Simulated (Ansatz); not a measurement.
Cartesian coordinates in Å:
```
Si 0.3985 -1.2453 0.5952
O -0.0912 0.2234 0.0295
Si -0.7091 1.6633 0.5416
S -0.8582 2.7055 -1.3435
H 1.8283 -1.4316 0.2493
H 0.2254 -1.3128 2.0695
H -0.4194 -2.2977 -0.0542
H -0.3742 1.6951 -2.0874
```

Charge 0, multiplicity 1.

Task: List the PBE0/def2-TZVPP orbital energies in eV (Ansatz 0.2.0). (An estimate is asked.)

Result: Computed: Occupied: -2422.38, -1803.91, -1803.39, -523.27, -217.75, -161.58, -161.47, -161.44, -146.00, -145.64, -100.71, -100.63, -100.55, -100.34, -100.28, -100.28, -28.32, -20.49, -16.50, -13.69, -12.20, -11.80, -11.69, -9.86, -9.59, -9.52, -7.91, -6.88. Lowest empty: -1.85, -0.34, 0.37, 0.82, 1.47, 1.49, 1.92, 2.01.
